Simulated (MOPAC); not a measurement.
Input for MOPAC: PM7 on CH7GeN (SMILES C[NH][GeH3]), a point of a torsion scan.

```
PM7 1SCF PRECISE CHARGE=0 THREADS=1
CH7GeN

C     -1.39578082 1     0.09741457 1     0.34947582 1
N     -0.27021090 1    -0.27028815 1    -0.48509355 1
Ge     1.47410503 1     0.00122182 1    -0.17367030 1
H     -2.07018811 1     0.78987253 1    -0.16402481 1
H     -1.01978557 1     0.58835374 1     1.24568328 1
H     -1.97472651 1    -0.77957151 1     0.65580389 1
H     -0.55623546 1    -0.73125720 1    -1.33420876 1
H      1.55335056 1     0.69686044 1     1.14381919 1
H      2.22446101 1    -1.30235215 1    -0.12964234 1
H      2.09148986 1     0.84540134 1    -1.25562584 1
```

Output:

```
*******************************************************************************
 **                                                                           **
 **                              MOPAC v23.2.5                                **
 **                                                                           **
 *******************************************************************************
 ** MOPAC's Digital Object Identifier: https://doi.org/10.5281/zenodo.6511958 **
 **                                                                           **
 ** Please cite the open-source release paper for use of this MOPAC version:  **
 ** J. E. Moussa and J. J. P. Stewart (2026)                                  **
 ** MOPAC: An open-source semiempirical molecular orbital program             **
 ** J. Open Source Softw., 11(119), 8025, https://doi.org/10.21105/joss.08025 **
 *******************************************************************************

                              PM7 CALCULATION RESULTS

 *******************************************************************************
 *  PM7        - The PM7 Hamiltonian to be used
 *
 *
 *
 *                 CHARGE ON SYSTEM = 0
 *
 *
 *
 *  PRECISE    - TIGHTER CRITERIA TO BE USED
 *  1SCF       - DO 1 SCF AND THEN STOP
 *  THREADS=1  - MULTI-THREADING NOT USED
 *  T=         - A TIME OF 172800.0 SECONDS REQUESTED
 *  DUMP=N     - RESTART FILE WRITTEN EVERY 7200.0 SECONDS REQUESTED
 *******************************************************************************
PM7 1SCF PRECISE CHARGE=0 THREADS=1
 CH7GeN

   ATOM   CHEMICAL          X               Y               Z
  NUMBER   SYMBOL      (ANGSTROMS)     (ANGSTROMS)     (ANGSTROMS)

     1       C         -1.39578082  *   0.09741457  *   0.34947582  *
     2       N         -0.27021090  *  -0.27028815  *  -0.48509355  *
     3      Ge          1.47410503  *   0.00122182  *  -0.17367030  *
     4       H         -2.07018811  *   0.78987253  *  -0.16402481  *
     5       H         -1.01978557  *   0.58835374  *   1.24568328  *
     6       H         -1.97472651  *  -0.77957151  *   0.65580389  *
     7       H         -0.55623546  *  -0.73125720  *  -1.33420876  *
     8       H          1.55335056  *   0.69686044  *   1.14381919  *
     9       H          2.22446101  *  -1.30235215  *  -0.12964234  *
    10       H          2.09148986  *   0.84540134  *  -1.25562584  *



          CARTESIAN COORDINATES

    NO.       ATOM           X           Y           Z

     1         C         -1.3958      0.0974      0.3495
     2         N         -0.2702     -0.2703     -0.4851
     3        Ge          1.4741      0.0012     -0.1737
     4         H         -2.0702      0.7899     -0.1640
     5         H         -1.0198      0.5884      1.2457
     6         H         -1.9747     -0.7796      0.6558
     7         H         -0.5562     -0.7313     -1.3342
     8         H          1.5534      0.6969      1.1438
     9         H          2.2245     -1.3024     -0.1296
    10         H          2.0915      0.8454     -1.2556

 General Reference for PM7:
 "Optimization of Parameters for Semiempirical Methods VI: More Modifications to the
 NDDO Approximations and Re-optimization of Parameters", J. J. P. Stewart, J. Mol. Mod., 1:32, 19 (2013)
 https://link.springer.com/article/10.1007/s00894-012-1667-x

           Empirical Formula: C H7 N Ge  =    10 atoms



      MOLECULAR POINT GROUP   :   Cs


      RHF CALCULATION, NO. OF DOUBLY OCCUPIED LEVELS = 10


 -------------------------------------------------------------------------------
 PM7 1SCF PRECISE CHARGE=0 THREADS=1
 CH7GeN



     1SCF WAS SPECIFIED, SO BFGS WAS NOT USED
     SCF FIELD WAS ACHIEVED


                              PM7 CALCULATION
                                                       MOPAC v23.2.5 Linux




          FINAL HEAT OF FORMATION =         24.69988 KCAL/MOL =     103.34431 KJ/MOL


          COSMO AREA              =        112.23 SQUARE ANGSTROMS
          COSMO VOLUME            =         99.50 CUBIC ANGSTROMS

          IONIZATION POTENTIAL    =          8.080817 EV
          HOMO LUMO ENERGIES (EV) =         -8.081 -0.141
          NO. OF FILLED LEVELS    =         10
          MOLECULAR WEIGHT        =        105.6630         POINT GROUP:  Cs

          MOLECULAR DIMENSIONS (Angstroms)

            Atom       Atom       Distance
            H    10    H     6     4.77789
            H     9    H     4     3.77357
            H     8    H     7     3.25111


          SCF CALCULATIONS        =          1





   ATOM   CHEMICAL          X               Y               Z
  NUMBER   SYMBOL      (ANGSTROMS)     (ANGSTROMS)     (ANGSTROMS)

     1       C         -1.39578082  *   0.09741457  *   0.34947582  *
     2       N         -0.27021090  *  -0.27028815  *  -0.48509355  *
     3      Ge          1.47410503  *   0.00122182  *  -0.17367030  *
     4       H         -2.07018811  *   0.78987253  *  -0.16402481  *
     5       H         -1.01978557  *   0.58835374  *   1.24568328  *
     6       H         -1.97472651  *  -0.77957151  *   0.65580389  *
     7       H         -0.55623546  *  -0.73125720  *  -1.33420876  *
     8       H          1.55335056  *   0.69686044  *   1.14381919  *
     9       H          2.22446101  *  -1.30235215  *  -0.12964234  *
    10       H          2.09148986  *   0.84540134  *  -1.25562584  *

                             CARTESIAN COORDINATES

   1    C       -1.395780820     0.097414570     0.349475820
   2    N       -0.270210900    -0.270288150    -0.485093550
   3   Ge        1.474105030     0.001221820    -0.173670300
   4    H       -2.070188110     0.789872530    -0.164024810
   5    H       -1.019785570     0.588353740     1.245683280
   6    H       -1.974726510    -0.779571510     0.655803890
   7    H       -0.556235460    -0.731257200    -1.334208760
   8    H        1.553350560     0.696860440     1.143819190
   9    H        2.224461010    -1.302352150    -0.129642340
  10    H        2.091489860     0.845401340    -1.255625840


           Empirical Formula: C H7 N Ge  =    10 atoms



      MOLECULAR POINT GROUP   :   Cs


                  EIGENVALUES
 -34.33080 -23.45804 -18.48240 -16.02380 -14.35912 -13.85410 -11.97401 -11.71578
 -11.54400  -8.08082  -0.14058   1.49706   1.56277   3.95032   5.57060   5.90557
   6.02172   6.83227   7.49034


              NET ATOMIC CHARGES AND DIPOLE CONTRIBUTIONS

  ATOM NO.   TYPE          CHARGE      No. of ELECS.   s-Pop       p-Pop
    1          C          -0.175673        4.1757     1.04673     3.12895
    2          N          -0.810760        5.8108     1.56173     4.24904
    3         Ge           0.028009        3.9720     1.00138     2.97061
    4          H           0.118502        0.8815     0.88150
    5          H           0.129208        0.8708     0.87079
    6          H           0.118607        0.8814     0.88139
    7          H           0.283559        0.7164     0.71644
    8          H           0.118446        0.8816     0.88155
    9          H           0.095083        0.9049     0.90492
   10          H           0.095018        0.9050     0.90498
 DIPOLE           X         Y         Z       TOTAL
 POINT-CHG.     1.589     0.533     0.825     1.868
 HYBRID        -0.628    -0.239    -0.388     0.776
 SUM            0.961     0.293     0.438     1.096


          ATOMIC ORBITAL ELECTRON POPULATIONS

     Atom    s        px        py        pz
    1  C   1.04673   0.96260   1.11785   1.04850
    2  N   1.56173   1.13844   1.77196   1.33864
    3 Ge   1.00138   0.72609   1.12128   1.12324
    4  H   0.88150
    5  H   0.87079
    6  H   0.88139
    7  H   0.71644
    8  H   0.88155
    9  H   0.90492
   10  H   0.90498

 **********************
 *                    *
 * JOB ENDED NORMALLY *
 *                    *
 **********************




 == MOPAC DONE ==
```

The run finished.

Cost: roughly 0.05 core-seconds.
